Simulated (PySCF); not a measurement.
Lowest triplet excitation (TDA) (eV) of eight silicon and germanium compounds: TDA-PBE beside TDA-LC-ωPBE, computed with PySCF for isolated molecules in the bases named; differences from unrounded values. The eight are the first of their class met in an unordered collection, after screening for sound electronic states; none was chosen by its value. Each molecule has one DFT geometry for both levels.

```tsv
molecule	basis	TDA-LC-ωPBE	TDA-PBE	difference
C3H6ClFSi, SMILES F[SiH2]/C=C(\Cl)C	def2-SVPD	3.84	3.97	0.13
Ge(H)(Br)2(Me) (CH4Br2Ge), SMILES [Br][GeH]([CH3])[Br]	def2-SVPD	5.68	4.70	-0.98
CH12OSi4, SMILES O[Si@H](C[SiH3])[SiH2][SiH3]	def2-SVPD	5.81	5.13	-0.68
H₈N₂OSi₂, SMILES N[Si@H]([SiH2]N)O	def2-SVPD	5.58	4.54	-1.04
C₂H₁₀O₂Si₂, SMILES C[C@H](O)[SiH2]O[SiH3]	def2-SVPD	6.59	4.74	-1.85
disilanyl(ethenyl)silane (C₂H₁₀Si₃), SMILES C=C[SiH2][SiH2][SiH3]	def2-SVPD	3.98	4.11	0.13
C3H13NSi2, SMILES N(C)C(C)([SiH3])[SiH3]	def2-SVPD	6.33	4.68	-1.65
C3H6F2Si, SMILES C/C=C(\F)[SiH2]F	def2-SVPD	4.00	4.18	0.18
```

TDA-PBE lies below TDA-LC-ωPBE in 5 and above it in 3 of the eight; the mean signed difference is -0.72 and the largest -1.85 eV.
